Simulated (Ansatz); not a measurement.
Consider the hydrogenolysis of a C–C bond: `Cc1ccc(O)cc1C` + H₂ → `Cc1ccc(O)cc1` + CH₄.

Gas-phase electronic energies from Ansatz, PBE0-D4/def2-TZVP geometries. CCSD(T)/CBS is the MP2 limit (def2-TZVPP, def2-QZVPP) plus CCSD(T) − MP2 in def2-TZVPP, frozen cores. This one scheme is used for every species. DFT in def2-TZVPP. One conformer a species, not always the lowest.

`Cc1ccc(O)cc1C`:

Z-matrix (Å, degrees):
```
C
C 1 1.497
H 1 1.095 2 111.8
H 1 1.091 2 110.9 3 120.3
H 1 1.095 2 111.8 3 -119.5
C 2 1.403 1 120.9 3 60.0
C 2 1.387 1 120.7 3 -120.1
C 6 1.387 2 119.7 1 180.0
C 6 1.497 2 120.4 1 -0.0
C 7 1.387 2 122.0 1 -180.0
H 7 1.085 2 119.1 1 -0.0
C 8 1.389 6 121.0 2 0.0
H 8 1.084 6 120.4 2 180.0
H 9 1.094 6 111.4 2 -59.2
H 9 1.094 6 111.3 2 59.7
H 9 1.090 6 111.2 2 -179.8
H 10 1.086 7 120.3 2 180.0
O 12 1.359 8 117.6 6 -180.0
H 18 0.961 12 109.1 8 180.0
```

H₂:

Cartesian coordinates in Å:
```
H 0.042 -0.177 -0.326
H -0.042 0.177 0.326
```

`Cc1ccc(O)cc1`:

Cartesian coordinates in Å:
```
C -1.558 -0.418 -1.879
C -0.597 -0.168 -0.757
C 0.755 0.060 -1.009
C 1.655 0.301 0.012
C 1.214 0.319 1.331
O 2.133 0.559 2.301
C -0.127 0.094 1.605
C -1.015 -0.147 0.567
H -1.225 -1.243 -2.515
H -1.661 0.463 -2.520
H -2.550 -0.669 -1.500
H 1.115 0.048 -2.033
H 2.704 0.477 -0.193
H 1.699 0.543 3.158
H -0.481 0.104 2.632
H -2.061 -0.322 0.799
```

CH₄:

Z-matrix (Å, degrees):
```
C
H 1 1.090
H 1 1.090 2 109.5
H 1 1.090 2 109.5 3 -120.0
H 1 1.090 2 109.5 3 120.0
```

```tsv
species	ωB97M-V energy (Eh)
`Cc1ccc(O)cc1C`	-386.08972
H₂	-1.16132
`Cc1ccc(O)cc1`	-346.78029
CH₄	-40.49280
```

(1) Work out ΔE.

Largest T1 diagnostic among the species: 0.011.

## Answers

(1) ΔE = (-346.78029) + (-40.49280) − (-386.08972) − (-1.16132) = -0.02205 Eh = -13.8 kcal/mol. CCSD(T)/CBS gives -13.5 kcal/mol.

Leaving LDA and LC-ωPBE aside and taking each functional with its dispersion term where it has one, the values, not all of them listed here, spread over 4.0 kcal/mol, from B2PLYP to revPBE-D4. LDA lies +3.6 kcal/mol from PBE without D4. In def2-TZVPP, CCSD(T) changes the Hartree–Fock value by +6.1 kcal/mol (the triples alone add +1.2 kcal/mol) and MP2 by +7.5 kcal/mol.
